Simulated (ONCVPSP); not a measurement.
# Before and after: ONCV potential for cobalt

ONCVPSP 4.0.1 input, shortened (lines: element, Z, core and valence counts, functional; n l f; lmax; l rc ep ncon nbas qcut; lloc lpopt rc5 dvloc0; l nproj debl; icmod fcfact rcfact), Wu-Cohen, scalar-relativistic:

```
  Co 27.00    5    2  -118130      upf
    1    0    2.00
    2    0    2.00
    2    1    6.00
    3    0    2.00
    3    1    6.00
    3    2    7.00
    4    0    2.00
    2
    0    2.10    0.00    4    8    3.80
    1    1.95    0.10    4    8    3.70
    2    1.35    0.00    4    8   11.70
    4    1    1.00    6.00
    0    2    1.90
    1    2    1.10
    2    2    1.60
    2    0.60    1.15
```

Change: s: debl 0.75.

Cutoffs: the cutoffs (Ha) at which the residual kinetic energy of the hardest occupied pseudo-wave falls to 1 and 0.1 mHa per electron; they do not see the model core or the augmentation charge, which bear on the density cutoff. Errors are all-electron minus pseudo energies relative to the spin-unpolarised reference configuration.

**Question.** Predict the effect on cutoff, ghosts and configuration errors.

**Answer.** The potential gets neither clearly harder nor softer (54 Ha and 60 Ha → 54 Ha and 60 Ha); the lowest positive-energy flag moves from s at 40.7 eV to s at 23.3 eV; the errors of the 4 common tests hardly move; neither file shows a bound ghost.

| quantity | base | changed |
| --- | --- | --- |
| cutoff, loose | 54 Ha | 54 Ha |
| cutoff, tight | 60 Ha | 60 Ha |
| bound ghosts | none | none |
| GHOST(+) flags under 300 eV | s at 40.7 eV, p at 69.2 eV | s at 23.3 eV, p at 69.2 eV |
| error for 3d7 4s1, meV [ΔE 9.06 eV] | -7.7 | -7.9 |
| error for 3d7 4s0, meV [ΔE 25.74 eV] | -17 | -17 |
| error for 3d6 4s0, meV [ΔE 61.62 eV] | -7.0 | -7.2 |
| error for 3d5 4s0, meV [ΔE 116.98 eV] | -588 | -590 |
| s: phases at 2.13 bohr within 0.05 rad from the reference energy up to (Ha; the scan ends near 5) | 4.3 | 4.0 |
| p: phases at 1.98 bohr within 0.05 rad from the reference energy up to (Ha; the scan ends near 5) | 2.3 | 2.3 |
| d: phases at 1.37 bohr within 0.05 rad from the reference energy up to (Ha; the scan ends near 5) | to the end of the scan | to the end of the scan |
| rms error of d²Exc/dni dnj with the model core, mHa | 3.57 | 3.57 |
